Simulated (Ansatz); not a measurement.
Input file for C2H5GaO:

```yaml
crystal:
  periodic: [false, false, false]
  atoms:
    - {symbol: C, position_ang: [-0.280077, 0.515886, -0.344170]}
    - {symbol: C, position_ang: [0.084867, -0.953883, -0.307128]}
    - {symbol: Ga, position_ang: [0.813143, 1.573368, 2.408358]}
    - {symbol: O, position_ang: [0.120003, 1.190448, 0.806129]}
    - {symbol: H, position_ang: [0.183775, 0.988417, -1.220798]}
    - {symbol: H, position_ang: [-1.366596, 0.622397, -0.466802]}
    - {symbol: H, position_ang: [1.166611, -1.079024, -0.214402]}
    - {symbol: H, position_ang: [-0.241077, -1.456954, -1.221740]}
    - {symbol: H, position_ang: [-0.392247, -1.446955, 0.543553]}
basis:
  gaussian: {orbitals: def2-TZVPP}
correlation: {method: ccsd_t}
output: {orbitals: {seedname: orbitals}}
```

```sh
$ ansatz run in.yaml --threads 2 --pin off --events-out ev --progress --plain --max-ram 4352MiB
```

The program prints (abridged):

```
Functional definition: HF
1284 factors; integrals over basis functions are off by at most 1.1e-3 eV
mean field evaluation 1: about -56509.4158 eV, gradient 4.3e1 eV
mean field evaluation 2: about -56509.5827 eV, gradient 4.4e1 eV
mean field evaluation 4: about -56513.8554 eV, gradient 5.0e0 eV
mean field evaluation 8: about -56513.9397 eV, gradient 3.5e-1 eV
mean field evaluation 16: about -56513.9402 eV, gradient 9.2e-7 eV
mean field -56513.94019167 eV, -2076.8489955194 hartree, gradient 9.2e-7 eV, S^2 0.000000; 0 other end points of the search recorded, 0 dependent functions left out
12 core orbitals not correlated: weight in the atoms' cores, before any rotation towards them, 1.000 or more for the frozen orbitals, at most 0.000 for the correlated occupied ones
reference -56513.94019167 eV, -2076.8489955194 hartree; 16, 16 occupied and 183, 183 virtual orbitals, 1284 factors
second order -21.47686435 eV of doubles, -0.00000000 eV of singles
cycle   1  -21.28246105 eV  change    1.9e-1 eV  update   1.3e-1
cycle   2  -21.92269120 eV  change   -6.4e-1 eV  update   4.4e-2
cycle   3  -22.09019033 eV  change   -1.7e-1 eV  update   2.5e-2
cycle   4  -22.07419557 eV  change    1.6e-2 eV  update   7.0e-3
cycle   5  -22.06941696 eV  change    4.8e-3 eV  update   3.8e-3
cycle   6  -22.07074480 eV  change   -1.3e-3 eV  update   1.4e-3
cycle   7  -22.07037204 eV  change    3.7e-4 eV  update   5.4e-4
cycle   8  -22.07034100 eV  change    3.1e-5 eV  update   1.3e-4
cycle   9  -22.07039615 eV  change   -5.5e-5 eV  update   3.9e-5
cycle  10  -22.07039792 eV  change   -1.8e-6 eV  update   1.0e-5
perturbative correction -0.90504424 eV, -0.0332597625 hartree
Total energy: -56536.91563384 eV, -2077.6933274456 hartree
```

Hardware: 2 threads of an Arm Neoverse V1 on a shared host. Wall time 2.4 min, peak host memory 3 GiB.

MP2 recovers 93.5 % of the CCSD(T) correlation energy and the triples give 3.9 %; T1 = 0.0156.
